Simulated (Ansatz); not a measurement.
TaBr₃, SMILES [Ta]([Br])([Br])[Br] (connectivity only; charge and spin as stated), neutral, multiplicity 3.

Geometry optimised at PBE0-D3(BJ)/def2-SVP. The spin state was assumed, not searched. The def2 effective core potentials stand for the cores of Ta; spin–orbit coupling is left out.

Two levels are set side by side: PBE/def2-TZVPD (Ansatz, a quantum-chemistry and plane-wave program) and PBE0/def2-TZVPD (Ansatz). Energy differences of separate SCF runs at the same geometry; the states with an electron removed or added have multiplicity 2 and 4. Differences are taken from unrounded values.

| quantity | PBE |
|---|---|
| vertical ionisation energy (eV) | 7.19 |
| vertical electron affinity (eV) | 1.51 |

### Question
These are the PBE values. What does PBE0 give? (An estimate is asked for; the answer gives what the named calculation found.)

### Answer

```tsv
quantity	PBE0	PBE minus PBE0
vertical ionisation energy (eV)	7.54	-0.36
vertical electron affinity (eV)	1.67	-0.16
```
